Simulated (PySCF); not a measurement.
C₅H₃F₃.
Bonds: F1–C2, C2–C3 (double), C3–C4, C4–F5, C4–F6, C4–C7, C7–C8 (double), C2–C8. Hydrogens: H9 on C3; H10 on C7; H11 on C8.

Method: PySCF, PBE0-D3(BJ)/def2-SVP geometry optimisation, gas phase; density fitting, grid level 1; the optimiser is geomeTRIC in internal coordinates, started from a GFN2-xTB structure with every atom displaced at random (about 0.01 Å).

The end geometry, which sets the zero of energy:
```
atom  x, y, z in Å
F1      2.3323   -0.0941   -1.1476
C2      1.1555   -0.0780   -0.5598
C3      0.4987   -1.1124   -0.0287
C4     -0.7990   -0.5591    0.5078
F5     -0.9267   -0.7631    1.8407
F6     -1.8741   -1.1429   -0.0717
C7     -0.7498    0.9280    0.1917
C8      0.4006    1.1926   -0.4323
H9      0.7883   -2.1591    0.0215
H10    -1.5553    1.6095    0.4637
H11     0.7647    2.1521   -0.8003
```

Question: These geometries come from the run, each turned onto the end geometry. Order them by energy, lowest first.
A.
```
atom  x, y, z in Å
F1      2.2999   -0.0989   -1.2194
C2      1.1638   -0.0767   -0.5539
C3      0.5041   -1.1109   -0.0249
C4     -0.8035   -0.5597    0.5054
F5     -0.9289   -0.7180    1.8484
F6     -1.8599   -1.1852   -0.0488
C7     -0.7640    0.9216    0.1603
C8      0.4069    1.1942   -0.4219
H9      0.7822   -2.1607    0.0275
H10    -1.5768    1.6008    0.4167
H11     0.8116    2.1669   -0.7043
```
B.
```
atom  x, y, z in Å
F1      2.3428   -0.0798   -1.1401
C2      1.1592   -0.0815   -0.5641
C3      0.4957   -1.1100   -0.0295
C4     -0.8018   -0.5605    0.5067
F5     -0.9246   -0.7554    1.8426
F6     -1.8788   -1.1488   -0.0658
C7     -0.7514    0.9256    0.1889
C8      0.4002    1.1855   -0.4354
H9      0.7806   -2.1582    0.0145
H10    -1.5515    1.6109    0.4672
H11     0.7648    2.1457   -0.8001
```
C.
```
atom  x, y, z in Å
F1      2.2231   -0.1012   -1.3089
C2      1.1647   -0.0809   -0.5399
C3      0.5212   -1.1104    0.0038
C4     -0.8112   -0.5613    0.4882
F5     -0.9328   -0.6931    1.8284
F6     -1.8470   -1.2094   -0.0777
C7     -0.7637    0.9227    0.1585
C8      0.4234    1.1956   -0.3868
H9      0.7998   -2.1592    0.0757
H10    -1.5860    1.6008    0.3938
H11     0.8436    2.1699   -0.6501
```

Answer: B (0.003 eV), A (0.026 eV), C (0.107 eV).

In the order of the answer:

```json
{"step": "4", "E above end (eV)": "0.003", "largest force (eV/Å)": "0.25", "rms force component (eV/Å)": "0.069", "rms distance from end (Å)": "0.009", "rms bond change (Å)": "0.001", "bond most changed (Å)": "C3–C4 -0.002"}
{"step": "2", "E above end (eV)": "0.026", "largest force (eV/Å)": "0.35", "rms force component (eV/Å)": "0.112", "rms distance from end (Å)": "0.049", "rms bond change (Å)": "0.003", "bond most changed (Å)": "C4–F6 -0.007"}
{"step": "1", "E above end (eV)": "0.107", "largest force (eV/Å)": "0.78", "rms force component (eV/Å)": "0.265", "rms distance from end (Å)": "0.092", "rms bond change (Å)": "0.005", "bond most changed (Å)": "C3–C4 +0.011"}
```

What follows is the cost of the whole optimisation. Time: 56 s wall; peak memory 0.49 GiB. Hardware: Arm Neoverse V1, one thread, shared host with 32 logical CPUs at a one-minute load of 24.
